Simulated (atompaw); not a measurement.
# Pseudopotential generation for Mo: PAW (atompaw), LDA (PW92), scalar-relativistic.

atompaw 4.2.0.5 was run on this input:

```
Mo 42
LDA-PW scalarrelativistic loggrid 1500 logderivrange -2 5 176
5 5 4 0 0 0
5 1 0
4 2 4
0 0 0
c
c
c
c
v
c
c
c
v
c
v
2
3.00 2.75 2.45 1.60
y
3.3
n
y
0.3
n
y
0.95
n
custom rrkj gramschmidtortho besselshape
bessel
2.55
2.55
3.00
3.00
2.45
2.45
PWSCFOUT
UPFDX 0.0125d0 UPFXMIN -7.d0 UPFZMESH 42.d0
END
```

Command:

```bash
atompaw < Mo.input > Mo.log
```

Output (summary file):

```
Completed calculations for Mo (AE)

 Exchange-correlation type: LDA, Perdew-Wang correlation

 Radial integration grid is logarithmic
 r0 =   2.0453037E-04 h =   8.5902757E-03   n =      1500 rmax =   8.0000000E+01

 Scalar relativistic calculation

 AEatom converged in  35 iterations
   nz     =  42.00
   delta  =       7.523927320066E-17

 All Electron Orbital energies:
  n  l      occupancy      energy
  1  0      2.0000000E+00 -1.4551223E+03
  2  0      2.0000000E+00 -2.0575391E+02
  3  0      2.0000000E+00 -3.5156688E+01
  4  0      2.0000000E+00 -4.9331296E+00
  5  0      2.0000000E+00 -3.7292776E-01
  2  1      6.0000000E+00 -1.8410119E+02
  3  1      6.0000000E+00 -2.8062000E+01
  4  1      6.0000000E+00 -3.0244915E+00
  5  1      0.0000000E+00 -1.1352558E-01
  3  2      1.0000000E+01 -1.6480933E+01
  4  2      4.0000000E+00 -4.2616417E-01

 Total energy
   Total                    :    -8088.82800657910593

 ---
 Completed calculations for Mo (SC)

 Exchange-correlation type: LDA, Perdew-Wang correlation

 Radial integration grid is logarithmic
 r0 =   2.0453037E-04 h =   8.5902757E-03   n =      1500 rmax =   8.0000000E+01

 Scalar relativistic calculation

 SCatom converged in   2 iterations
   nz     =  42.00
   delta  =       7.880348760201E-18

 Valence Electron Orbital energies:
  n  l      occupancy      energy
   5  0      2.0000000E+00 -3.7292776E-01
   5  1      0.0000000E+00 -1.1352558E-01
   4  2      4.0000000E+00 -4.2616418E-01

 Total energy
   Total                    :    -8088.82800658686938
   Valence                  :     -247.73147697806786

 PAW parameters:
       lmax =            2
         rc =    3.0055958373128777
        irc =         1118
   rc_shape =    2.7581687669527364
    rc_vloc =    2.4667083846664530
    rc_core =    1.6053252004698189
   Vloc: truncated form - Vps(r)=A.sin(qr)/r for r<rc
   Projector type: RRKJ pseudization + Gram-Schmidt ortho.
   Bessel compensation charge shape zeroed at   2.7582E+00

 Number of basis functions     6
 No.   n  nodes  l      Energy         Cp coeff         Occ
  1    5    4    0   -0.3729278E+00  0.1000000E+01  0.2000000E+01
  2  999    5    0    0.3300000E+01  0.1067512E+00  0.0000000E+00
  3    5    3    1   -0.1135256E+00  0.1000000E+01  0.0000000E+00
  4  999    4    1    0.3000000E+00  0.5725241E-02  0.0000000E+00
  5    4    1    2   -0.4261642E+00  0.1000000E+01  0.4000000E+01
  6  999    2    2    0.9500000E+00  0.4724644E+00  0.0000000E+00

 Eigenvalues of overlap operator (in the basis of projectors):
    1        4.31125455E-01
    2        1.16714329E+00
    3        2.07561355E+00
    4        3.15939773E+00
    5        7.20341213E+00
    6        1.06362670E+01

 Orbital leakage outside PAW augmentation regions
   orb  is_core?  %out_of_sphere
   1 0    T           0.00
   2 0    T           0.00
   3 0    T           0.00
   4 0    T           0.04
   5 0    F          57.59
   2 1    T           0.00
   3 1    T           0.00
   4 1    T           0.26
   5 1    F          83.57
   3 2    T           0.00
   4 2    F          10.56

 Summary of PAW energies
   Total valence energy     :   -247.73148052876525
   Smooth energy            :      0.13554155952365
   One center               :   -247.86702208828891
   Smooth kinetic           :      8.13863231610751
   Vloc energy              :      1.52624519083701
   Smooth exch-corr         :    -12.40288754806020
   One-center xc            :   -225.74943822639065
```

The run took about 3.8 s on one core of a shared server CPU.
